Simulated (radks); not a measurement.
Task: Species: Tm49+. Configuration: [Ar] 3d2 (the NIST ground configuration). Method: non-relativistic Kohn-Sham, LB94 model potential, spin-polarised, spherical densities, point nucleus; open shells are filled with parallel spins first (spin-orbit coupling, left out, can overturn this in heavy ions); relativity is left out, which matters for an element this heavy; computed with a radial shooting solver on a logarithmic mesh with Libxc functionals. Some entries of the table are withheld. Estimate them.

orbital  occ.  eigenvalue (eV)  <r> (bohr)  <1/r> (bohr^-1)
1s down     1        -58405.23     0.02195            68.50
1s up       1        -58404.86     0.02195            68.50
2s up       1        -12026.94     0.09223            16.14
2s down     1        -12026.14     0.09217            16.15
2p down     3        -11658.37     0.07804              (1)
2p up       3        -11657.99     0.07808              (2)
3s up       1        -4665.782      0.2231              (3)
3s down     1        -4653.585      0.2234              (4)
3p up       3        -4516.497      0.2114              (5)
3p down     3        -4503.496      0.2117              (6)
3d up       2        -4273.949      0.1826            6.463
3d down     0        -4261.663      0.1826            6.466

Result: 
(1) 2p down <1/r> (bohr^-1): 16.15
(2) 2p up <1/r> (bohr^-1): 16.14
(3) 3s up <1/r> (bohr^-1): 6.577
(4) 3s down <1/r> (bohr^-1): 6.564
(5) 3p up <1/r> (bohr^-1): 6.544
(6) 3p down <1/r> (bohr^-1): 6.535
